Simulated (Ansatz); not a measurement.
Cartesian coordinates in Å:
```
Si 1.960 0.902 0.810
B 0.022 0.467 0.389
O -0.289 -0.538 -0.455
Si -1.744 -1.132 -0.994
H 2.935 0.018 0.114
H 2.191 0.791 2.280
H 2.250 2.315 0.431
H -0.877 1.103 0.888
H -1.762 -1.012 -2.471
H -2.859 -0.357 -0.394
H -1.826 -2.557 -0.598
```

Total charge 0; spin multiplicity 1.

(1) List the PBE/def2-TZVPP orbital energies in eV (Ansatz 0.2.0). (Best estimate.)

Answers

(1) Ansatz gave: Occupied: -1780.50, -1779.00, -511.17, -177.95, -138.19, -136.82, -94.98, -94.89, -94.89, -93.55, -93.55, -93.52, -25.74, -14.94, -13.12, -12.07, -10.83, -10.29, -9.51, -8.41, -8.36, -8.12, -8.11, -6.40. Lowest empty: -2.24, -0.99, 0.44, 0.49, 0.51, 0.60, 0.79, 1.09.
